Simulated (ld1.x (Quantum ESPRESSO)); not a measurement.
germanium (Ge): one change to a TM potential, before and after

| Item | Value |
| --- | --- |
| Element | Ge |
| Generator | ld1.x (Quantum ESPRESSO) 7.5 |
| Type | norm-conserving Troullier–Martins (Kleinman–Bylander form) |
| Functional | PBE |
| Relativity | scalar-relativistic |
| Frozen core | [Ar] 3d10 |
| Valence charge | 4 |
| Reference configuration | 4s2 4p2 |
| Partial waves | 4s (bound): rc 1.70 bohr; 4p (bound): rc 2.25 bohr; 4d channel at 0.05 Ry: rc 2.20 bohr |
| Local potential | all-electron potential smoothed inside 1.45 bohr (lloc = -2) |
| Core correction | a·sin(br)/r model core, default radius (core density twice the valence density) |

Change: all radii but the core radius scaled by about 1.09 (s 1.86, p 2.46, d 2.40 bohr); local potential all-electron potential smoothed inside 1.58 bohr (lloc = -2).

Cutoffs: the cutoffs (Ry, on a coarse ladder) from which the occupation-weighted sum of valence levels, in a spherical-Bessel basis at the reference potential, stays within 10 and 1 mRy of its value at 400 Ry; they do not see the model core or the augmentation charge, which bear on the density cutoff. Errors are all-electron minus pseudo energies relative to the spin-unpolarised reference configuration.

Problem. How do hardness, ghosts and transferability respond?

Solution. The potential gets neither clearly harder nor softer (18 Ry and 40 Ry → 18 Ry and 40 Ry); of the 7 tests that both files solve, the error grows in 0 and shrinks in 2 by more than 15 % and 0.3 meV (median size 21.0 → 19.4 meV); neither file shows a bound ghost.

| quantity | base | changed |
| --- | --- | --- |
| cutoff, loose | 18 Ry | 18 Ry |
| cutoff, tight | 40 Ry | 40 Ry |
| bound ghosts | none | none |
| error for 4s2 4p1, meV [ΔE 7.44 eV] | -4.5 | -4.9 |
| error for 4s2 4p0, meV [ΔE 22.88 eV] | -42 | -47 |
| error for 4s1 4p0, meV [ΔE 57.67 eV] | -243 | -261 |
| error for 4s2 4p2.3, meV [ΔE -0.88 eV] | 0.0 | 0.0 |
| error for 4s0 4p4, meV [ΔE 16.20 eV] | -34 | -27 |
| error for 4s1 4p3, meV [ΔE 7.97 eV] | -9.1 | -7.4 |
| error for 4s1 4p2, meV [ΔE 16.16 eV] | -21 | -19 |
